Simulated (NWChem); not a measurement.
System: diboron tetrafluoride (B₂F₄); SMILES FB(F)B(F)F

NWChem input:

```
start job
memory heap 200 mb stack 900 mb global 1100 mb
geometry units angstroms noautoz
  F      0.793358    -0.793358     1.552834
  B      0.000000     0.000000     0.861218
  F     -0.793358     0.793358     1.552834
  B      0.000000     0.000000    -0.861218
  F     -0.793358    -0.793358    -1.552834
  F      0.793358     0.793358    -1.552834
end
basis spherical
  * library def2-tzvpd
end
dft
  xc xpbe96 cpbe96
  iterations 150
  semidirect filesize 400000000
  mulliken
end
task dft energy
```

Parts of the log:

```
             Northwest Computational Chemistry Package (NWChem) 7.3.0
             --------------------------------------------------------

 D2D symmetry detected

                             Geometry "geometry" -> ""
                             -------------------------

 Output coordinates in angstroms (scale by  1.889725989 to convert to a.u.)

  No.       Tag          Charge          X              Y              Z
 ---- ---------------- ---------- -------------- -------------- --------------
    1 F                    9.0000    -0.79335800     0.79335800     1.55283400
    2 B                    5.0000     0.00000000     0.00000000     0.86121800
    3 F                    9.0000     0.79335800    -0.79335800     1.55283400
    4 B                    5.0000     0.00000000     0.00000000    -0.86121800
    5 F                    9.0000     0.79335800     0.79335800    -1.55283400
    6 F                    9.0000    -0.79335800    -0.79335800    -1.55283400

 Effective nuclear repulsion energy (a.u.)     203.0965823035

      Symmetry information
      --------------------

 Group name             D2d
 Group number             32
 Group order               8
 No. of unique centers     2

  pbe96 is a nonlocal functional; adding pw91lda local functional.

                                 NWChem DFT Module
                                 -----------------

 Summary of "ao basis" -> "ao basis" (spherical)
 ------------------------------------------------------------------------------
       Tag                 Description            Shells   Functions and Types
 ---------------- ------------------------------  ------  ---------------------
 F                         def2-tzvpd               14       40   6s4p3d1f
 B                         def2-tzvpd               13       37   6s3p3d1f

      Symmetry analysis of basis
      --------------------------

        a1         44
        a2         17
        b1         17
        b2         44
        e         112

            General Information
            -------------------
          SCF calculation type: DFT
          Wavefunction type:  closed shell.
          No. of atoms     :     6
          No. of electrons :    46
           Alpha electrons :    23
            Beta electrons :    23
          Charge           :     0
          Spin multiplicity:     1
          Use of symmetry is: on ; symmetry adaption is: on
          Maximum number of iterations: 150
          AO basis - number of functions:   234
                     number of shells:    82
          Convergence on energy requested:  1.00D-06
          Convergence on density requested:  1.00D-05
          Convergence on gradient requested:  5.00D-04

              XC Information
              --------------
          PerdewBurkeErnzerhof Exchange Functional  1.000
            Perdew 1991 LDA Correlation Functional  1.000 local
           PerdewBurkeErnz. Correlation Functional  1.000 non-local

             Grid Information
             ----------------
          Grid used for XC integration:  medium
          Radial quadrature: Mura-Knowles
          Angular quadrature: Lebedev.
          Tag              B.-S. Rad. Rad. Pts. Rad. Cut. Ang. Pts.
          ---              ---------- --------- --------- ---------
          F                   0.50       49          12.0       434
          B                   0.85       49          11.0       434
          Grid pruning is: on
          Number of quadrature shells:    98
          Spatial weights used:  Erf1

      Superposition of Atomic Density Guess
      -------------------------------------

 Sum of atomic energies:        -446.74246619

      Non-variational initial energy
      ------------------------------

 Total energy =    -448.220717
 1-e energy   =   -1025.082303
 2-e energy   =     373.765004
 HOMO         =      -0.422118
 LUMO         =       0.032407

      Symmetry analysis of molecular orbitals - initial
      -------------------------------------------------

  Numbering of irreducible representations:

     1 a1          2 a2          3 b1          4 b2          5 e

  Orbital symmetries:

     1 a1          2 b2          3 e           4 e           5 a1
     6 b2          7 a1          8 b2          9 e          10 e
    11 a1         12 b2         13 a1         14 e          15 e
    16 e          17 e          18 b2         19 b1         20 a2
    21 e          22 e          23 a1         24 e          25 e
    26 a1         27 b2         28 e          29 e          30 b2
    31 a1         32 e          33 e

------------------------------------------------------------
EAF file 0: "./job.aoints.0" size=394264576 bytes
------------------------------------------------------------
               write      read    awrite     aread      wait
               -----      ----    ------     -----      ----
     calls:      752         0         0         0         0
   data(b): 3.94e+08  0.00e+00  0.00e+00  0.00e+00
   time(s): 0.00e+00  0.00e+00  0.00e+00  0.00e+00  0.00e+00
rate(mb/s): 0.00e+00  0.00e+00
------------------------------------------------------------

     ---------------------------------------------
      Total Density - Mulliken Population Analysis
     ---------------------------------------------

    Atom       Charge   Shell Charges
 -----------   ------   -------------------------------------------------------
    1 F    9     9.40   0.77  1.20  0.61  1.00  0.30 -0.03  2.36  2.32  0.83  0.02  0.00  0.01  0.00  0.00
    2 B    5     4.21   0.92  1.07  0.50  0.44  0.17 -0.01  0.62  0.35 -0.04  0.09  0.05  0.02  0.04
    3 F    9     9.40   0.77  1.20  0.61  1.00  0.30 -0.03  2.36  2.32  0.83  0.02  0.00  0.01  0.00  0.00
    4 B    5     4.21   0.92  1.07  0.50  0.44  0.17 -0.01  0.62  0.35 -0.04  0.09  0.05  0.02  0.04
    5 F    9     9.40   0.77  1.20  0.61  1.00  0.30 -0.03  2.36  2.32  0.83  0.02  0.00  0.01  0.00  0.00
    6 F    9     9.40   0.77  1.20  0.61  1.00  0.30 -0.03  2.36  2.32  0.83  0.02  0.00  0.01  0.00  0.00

   convergence    iter        energy       DeltaE   RMS-Dens  Diis-err
 ---------------- ----- ----------------- --------- --------- ---------
 d= 0,ls=0.0,diis     1   -448.8536213458 -6.52D+02  7.00D-03  2.09D+00
 d= 0,ls=0.0,diis     2   -448.4218691403  4.32D-01  4.10D-03  7.60D+00
 d= 0,ls=0.0,diis     3   -449.0430669387 -6.21D-01  6.98D-04  6.12D-02
 d= 0,ls=0.0,diis     4   -449.0458828015 -2.82D-03  3.18D-04  9.20D-03
 d= 0,ls=0.0,diis     5   -449.0467976424 -9.15D-04  1.69D-05  6.25D-05
  Resetting Diis
 d= 0,ls=0.0,diis     6   -449.0468028434 -5.20D-06  3.56D-06  1.09D-06
 d= 0,ls=0.0,diis     7   -449.0468029116 -6.82D-08  1.22D-06  6.27D-08

         Total DFT energy =     -449.046802911580
      One electron energy =    -1027.382426022115
           Coulomb energy =      424.866562378317
    Exchange-Corr. energy =      -49.627521571248
 Nuclear repulsion energy =      203.096582303467

 Numeric. integr. density =       46.000003071132

                  Occupations of the irreducible representations
                  ----------------------------------------------

                     irrep           alpha         beta
                     --------     --------     --------
                     a1                6.0          6.0
                     a2                1.0          1.0
                     b1                1.0          1.0
                     b2                5.0          5.0
                     e                10.0         10.0

                       DFT Final Molecular Orbital Analysis
                       ------------------------------------

 Vector   21  Occ=2.000000D+00  E=-3.818763D-01  Symmetry=e
              MO Center=  3.8D-15,  8.2D-16, -1.4D+00, r^2= 2.1D+00
   Bfn.  Coefficient  Atom+Function         Bfn.  Coefficient  Atom+Function
  ----- ------------  ---------------      ----- ------------  ---------------
   163      0.242623  5 F  pz               203     -0.242623  6 F  pz
   161      0.194762  5 F  px               166      0.194724  5 F  pz
   201      0.194762  6 F  px               206     -0.194724  6 F  pz
   162      0.187044  5 F  py               202      0.187044  6 F  py
   164      0.152644  5 F  px               204      0.152644  6 F  px

 Vector   22  Occ=2.000000D+00  E=-3.818763D-01  Symmetry=e
              MO Center=  8.3D-15,  7.2D-17,  1.4D+00, r^2= 2.1D+00
   Bfn.  Coefficient  Atom+Function         Bfn.  Coefficient  Atom+Function
  ----- ------------  ---------------      ----- ------------  ---------------
     9      0.242623  1 F  pz                86     -0.242623  3 F  pz
     8     -0.194762  1 F  py                12      0.194724  1 F  pz
    85     -0.194762  3 F  py                89     -0.194724  3 F  pz
     7      0.187044  1 F  px                84      0.187044  3 F  px
    11     -0.152644  1 F  py                88     -0.152644  3 F  py

 Vector   23  Occ=2.000000D+00  E=-3.075715D-01  Symmetry=a1
              MO Center= -6.6D-15,  2.0D-15,  1.7D-15, r^2= 2.6D+00
   Bfn.  Coefficient  Atom+Function         Bfn.  Coefficient  Atom+Function
  ----- ------------  ---------------      ----- ------------  ---------------
    49      0.217420  2 B  pz               126     -0.217420  4 B  pz
     9     -0.195978  1 F  pz                86     -0.195978  3 F  pz
   163      0.195978  5 F  pz               203      0.195978  6 F  pz
    12     -0.154680  1 F  pz                89     -0.154680  3 F  pz
   166      0.154680  5 F  pz               206      0.154680  6 F  pz

[...]
```

Level: PBE/def2-TZVPD. Geometry: optimised at PBE0/def2-SVP.
